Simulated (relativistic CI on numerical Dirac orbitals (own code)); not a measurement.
**Forbidden lines of Nd54+**

Calculated at this level of theory: Dirac-Coulomb-Breit CI, separate exchange-only KLI orbitals for each configuration, model QED, unscaled Slater integrals (own radial code, finite nucleus).

CI space (outside the closed core 1s2): 2s²2p², 2s2p³, 2p⁴, 2p³3s, 2p³3p, 2p³3d, 2s²2p3s, 2s²2p3p, 2s²2p3d, 2s2p²3s, 2s2p²3p, 2s2p²3d, 2s²2p4s, 2s²2p4p, 2s²2p4d, 2s²2p4f. Levels of other configurations are missing.

| λ vac (Å) | Lower | Upper | Type | A (s⁻¹) | E lower (eV) | E upper (eV) |
| --- | --- | --- | --- | --- | --- | --- |
| 1.7682 | 2s²2p² ³P2 [6] | 2s2p²3d ³F4 [183] | E2 | 2.29e+12 | 1109.30 | 8121.25 |
| 1.7728 | 2s2p³ ³P°2 [4] | 2p³3d ³F°4 [131] | E2 | 2.27e+12 | 756.13 | 7749.95 |
| 1.7764 | 2s²2p² ¹S0 [7] | 2s2p²3d ¹D2 [186] | E2 | 2.94e+12 | 1156.24 | 8135.65 |
| 1.7797 | 2s2p³ ⁵S°2 [8] | 2p³3d ³F°2 [198] | E2 | 1.70e+12 | 1273.86 | 8240.60 |
| 1.7801 | 2s2p³ ⁵S°2 [8] | 2p³3d ⁵D°1 [197] | E2 | 1.80e+12 | 1273.86 | 8238.90 |
| 1.7815 | 2s2p³ ³P°2 [4] | 2p³3d ³P°0 [129] | E2 | 2.26e+12 | 756.13 | 7715.69 |
| 1.7828 | 2s2p³ ³P°2 [4] | 2p³3d ³F°3 [127] | E2 | 1.32e+12 | 756.13 | 7710.60 |
| 1.7844 | 2s2p³ ³P°2 [4] | 2p³3d ³D°2 [126] | E2 | 1.37e+12 | 756.13 | 7704.17 |
| 1.7909 | 2s²2p² ³P2 [6] | 2s2p²3d ³F4 [166] | E2 | 1.38e+12 | 1109.30 | 8032.24 |
| 1.7994 | 2s²2p² ¹D2 [3] | 2s2p²3d ⁵D4 [90] | E2 | 7.09e+11 | 555.61 | 7445.79 |
| 1.8007 | 2s2p³ ³D°1 [5] | 2p³3d ³F°3 [127] | E2 | 9.37e+11 | 825.33 | 7710.60 |
| 1.8014 | 2s²2p² ¹D2 [3] | 2s2p²3d ⁵F4 [87] | E2 | 3.77e+11 | 555.61 | 7438.09 |
| 1.8364 | 2s²2p² ¹D2 [3] | 2s²2p3d ³F°4 [69] | M2 | 5.98e+09 | 555.61 | 7307.05 |
| 1.8521 | 2s²2p² ¹D2 [3] | 2s²2p3p ¹S0 [60] | E2 | 4.12e+11 | 555.61 | 7249.78 |
| 1.8604 | 2s²2p² ³P1 [2] | 2s²2p3p ³D3 [53] | E2 | 2.66e+11 | 538.56 | 7203.07 |
| 1.8642 | 2s2p³ ⁵S°2 [8] | 2s2p²3p ⁵D°4 [146] | E2 | 3.29e+11 | 1273.86 | 7924.73 |
| 1.8651 | 2s²2p² ¹D2 [3] | 2s²2p3p ³D3 [53] | E2 | 1.91e+11 | 555.61 | 7203.07 |
| 1.8659 | 2s²2p² ³P0 [1] | 2s²2p3p ³D2 [27] | E2 | 3.78e+11 | 0.00 | 6644.62 |
| 1.8715 | 2s2p³ ¹D°2 [12] | 2s2p²3p ³P°0 [158] | E2 | 4.42e+11 | 1385.15 | 8010.04 |
| 1.8731 | 2s2p³ ³P°2 [4] | 2s2p²3p ³F°4 [77] | E2 | 4.29e+11 | 756.13 | 7375.21 |
| 1.8752 | 2s2p³ ³D°3 [9] | 2s2p²3p ⁵D°4 [146] | E2 | 1.92e+11 | 1312.95 | 7924.73 |
| 1.8926 | 2s2p³ ³P°2 [4] | 2s²2p3d ³F°4 [69] | E2 | 5.46e+09 | 756.13 | 7307.05 |
| 2.0005 | 2s²2p² ³P2 [6] | 2s²2p3d ³F°4 [69] | M2 | 1.33e+10 | 1109.30 | 7307.05 |
| 2.0110 | 2s2p³ ³D°3 [9] | 2s2p²3d ³G5 [101] | M2 | 1.39e+10 | 1312.95 | 7478.37 |
| 2.0191 | 2s²2p² ³P2 [6] | 2s²2p3p ¹S0 [60] | E2 | 7.51e+11 | 1109.30 | 7249.78 |
| 2.0273 | 2s2p³ ³P°2 [16] | 2s2p²3p ³P°0 [158] | E2 | 1.63e+11 | 1894.17 | 8010.04 |
| 2.0290 | 2s²2p² ³P1 [2] | 2s²2p3p ³P1 [28] | E2 | 1.75e+11 | 538.56 | 6649.10 |
| 2.0305 | 2s²2p² ³P1 [2] | 2s²2p3p ³D2 [27] | E2 | 1.21e+11 | 538.56 | 6644.62 |
| 2.0346 | 2s²2p² ³P2 [6] | 2s²2p3p ³D3 [53] | E2 | 2.88e+11 | 1109.30 | 7203.07 |
| 2.0347 | 2s²2p² ¹D2 [3] | 2s²2p3p ³P1 [28] | E2 | 1.86e+11 | 555.61 | 6649.10 |
| 2.0362 | 2s²2p² ¹D2 [3] | 2s²2p3p ³D2 [27] | E2 | 2.73e+11 | 555.61 | 6644.62 |
| 2.0372 | 2s2p³ ³P°2 [4] | 2s2p²3p ³P°2 [35] | E2 | 2.75e+11 | 756.13 | 6842.27 |
| 2.0442 | 2s2p³ ¹D°2 [12] | 2s2p²3p ³P°0 [92] | E2 | 4.14e+11 | 1385.15 | 7450.22 |
| 2.0452 | 2s2p³ ³D°3 [9] | 2s2p²3p ³F°4 [77] | E2 | 2.30e+11 | 1312.95 | 7375.21 |
| 2.0559 | 2s2p³ ³P°2 [16] | 2s2p²3p ⁵D°4 [146] | E2 | 1.30e+11 | 1894.17 | 7924.73 |
| 2.0684 | 2s2p³ ³D°3 [9] | 2s²2p3d ³F°4 [69] | E2 | 4.71e+09 | 1312.95 | 7307.05 |
| 2.0698 | 2s2p³ ¹D°2 [12] | 2s2p²3p ³F°4 [77] | E2 | 2.36e+10 | 1385.15 | 7375.21 |
| 2.0772 | 2s2p³ ³P°2 [16] | 2s2p²3p ³P°0 [141] | E2 | 4.39e+11 | 1894.17 | 7862.94 |
| 2.0850 | 2s²2p² ¹D2 [3] | 2s²2p3p ³P0 [24] | E2 | 7.79e+11 | 555.61 | 6502.15 |
| 2.0866 | 2s²2p² ³P2 [6] | 2s²2p3p ³D2 [44] | E2 | 5.56e+11 | 1109.30 | 7051.26 |
| 2.0875 | 2s²2p² ³P2 [6] | 2s²2p3p ³P1 [43] | E2 | 4.15e+11 | 1109.30 | 7048.72 |
| 2.0913 | 2s²2p² ³P1 [2] | 2s²2p3p ³D1 [23] | E2 | 3.98e+11 | 538.56 | 6467.05 |
| 2.0968 | 2s2p³ ³P°2 [4] | 2s2p²3p ³P°0 [30] | E2 | 7.87e+11 | 756.13 | 6669.16 |
| 2.0974 | 2s²2p² ¹D2 [3] | 2s²2p3p ³D1 [23] | E2 | 4.05e+11 | 555.61 | 6467.05 |
| 2.1032 | 2s²2p² ¹S0 [7] | 2s²2p3p ³D2 [44] | E2 | 1.46e+11 | 1156.24 | 7051.26 |

Terms are leading LS components. Brackets give the number of a level in order of energy, since labels repeat. The list gives strong lines, with weight on those to low levels, among the lowest 200 of 274 levels, so that lines to higher ones, which can be the strongest, are missing. Levels whose partners in the same complex of configurations lie outside the list can be far off, and so can their lines. Rates are taken at the computed energies, electric ones in the length gauge.

At this charge energies of transitions that change n are usually good to better than 1 %, and those within a shell (Δn = 0) to a few per cent.

LS names give the leading component of a level, which can be under half, so a name can repeat, a term be missing and a line seem to break the LS rules.
